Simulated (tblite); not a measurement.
C₆H₇BOS.
Atom-mapped SMILES: `[CH:1]#[C:2][C:3]1=[O+:4][B@@H-:5]([CH3:6])[S:7][CH:8]=[CH:9]1` (hydrogens: H10 on C1; H11 on B5; H12, H13, H14 on C6; H15 on C8; H16 on C9)
Bond orders are those of one Lewis drawing.

Computed with GFN2-xTB (tblite), gas phase: L-BFGS steps from a force-field or distance-geometry start until the largest atomic force falls under 0.01 eV/Å.

Geometry at step 2:
```
atom  x, y, z in Å
C1      3.3966    0.9040    0.9055
C2      2.3302    0.4432    0.4696
C3      1.1317   -0.0899   -0.0125
O4      0.1423   -0.0820    0.8173
B5     -1.2476   -0.5398    0.7239
C6     -2.3278    0.6497    0.8490
S7     -1.5080   -1.2491   -1.1013
C8     -0.0580   -1.0934   -1.8914
C9      1.1241   -0.5555   -1.3280
H10     4.2733    1.3126    1.2682
H11    -1.4896   -1.3750    1.5318
H12    -2.2319    1.3838    0.0455
H13    -3.2943    0.1673    0.7542
H14    -2.2889    1.1062    1.8375
H15     0.0474   -1.4155   -2.9244
H16     1.9928   -0.5161   -1.9563
```

**Question.** What forces act on the atoms?

**Answer.** 
```csv
atom,Fx (eV/Å),Fy (eV/Å),Fz (eV/Å)
C1,-3.815,-1.612,-1.532
C2,4.094,1.753,1.642
C3,-1.011,-0.145,0.234
O4,0.651,0.029,-0.099
B5,0.055,0.204,0.121
C6,0.158,-0.111,-0.055
S7,-0.545,-0.636,-0.678
C8,1.636,0.591,0.385
C9,-1.524,-0.629,-0.529
H10,0.571,0.233,0.217
H11,0.345,-0.308,-0.108
H12,-0.067,0.138,0.354
H13,-0.286,0.182,-0.026
H14,-0.019,0.248,-0.281
H15,-0.454,-0.045,0.185
H16,0.211,0.108,0.170
```

The largest, 4.75 eV/Å, acts on C2; the rms over all components is 1.045 eV/Å. The forces sum to zero within rounding, as they must for an isolated molecule in no field.

**Question.** Give the force on C2 in Eh/bohr and in nN.

**Answer.** 4.747 eV/Å ÷ 51.422 = 0.09231 Eh/bohr, and 4.747 eV/Å × 1.602 = 7.60 nN.

**Question.** How far is this geometry from the end of the optimisation?

**Answer.** 0.316 eV above it, and 0.339 Å rms away after alignment. The bonds farthest from their final lengths, with half the difference of the two atoms' forces along the bond (positive lengthens):

```tsv
bond	now (Å)	final (Å)	force along bond (eV/Å)
B5–S7	1.975	2.019	+0.56
C1≡C2	1.241	1.201	-4.58
C8=C9	1.416	1.379	-1.73
C2–C3	1.398	1.425	+2.79
O4–B5	1.466	1.484	+0.25
C1–H10	1.033	1.050	+2.53
```

The angle farthest from its final value is C6–B5–H11, 109.3° against 116.9°.

Of the 6 listed bonds off by 0.010 Å or more, this force points towards the final length in 6.

The cost below is that of the whole relaxation. The run took 1.2 s of wall time on one thread, Arm Neoverse N1 (aarch64), shared host.
